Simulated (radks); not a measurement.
Results of a calculation; reference values are marked as such.
Effect of the nuclear size on the europium ion Eu+, [Xe] 4f7 6s1. Code: a radial shooting solver on a logarithmic mesh with Libxc functionals. Model: Dirac Kohn-Sham, relativistic LDA (MacDonald-Vosko exchange, VWN5 correlation), spin-unpolarised, spherical densities, finite nucleus; open shells are shared between the two j in proportion to 2j + 1; Fermi nuclear charge, rms radius 5.1115 fm. The rms radius is varied about that value; shifts are against it.

rms radius (fm)  total energy shift (eV)  density at nucleus (e/bohr^3)  1s1/2 shift (meV)  2s1/2 shift (meV)  4p1/2 shift (meV)  5s1/2 shift (meV)  5p1/2 shift (meV)  6s1/2 shift (meV)  6p1/2 (empty) shift (meV)
4.5901                             -3.58                       5.87e+05              -1470               -188              0.257              -1.46              0.120             -0.135                      0.041
4.9428                             -1.19                      5.764e+05               -489              -62.5              0.085             -0.486              0.040             -0.045                      0.014
5.1115                                 0                      5.717e+05              0.000              0.000              0.000              0.000              0.000              0.000                      0.000
5.2904                              1.30                      5.668e+05                532               68.0             -0.093              0.529             -0.043              0.049                     -0.015
6.0367                              7.06                      5.487e+05               2900                371             -0.505               2.88             -0.236              0.266                     -0.081

Slopes of the eigenvalues against <r^2> in GHz/fm^2, as finite differences over the two radii next to the reference (eigenvalue slopes, not the field-shift constants of lines): 1s1/2 69400, 2s1/2 8870, 4p1/2 -12.1, 5s1/2 69.0, 5p1/2 -5.64, 6s1/2 6.37, 6p1/2 (empty) -1.93.
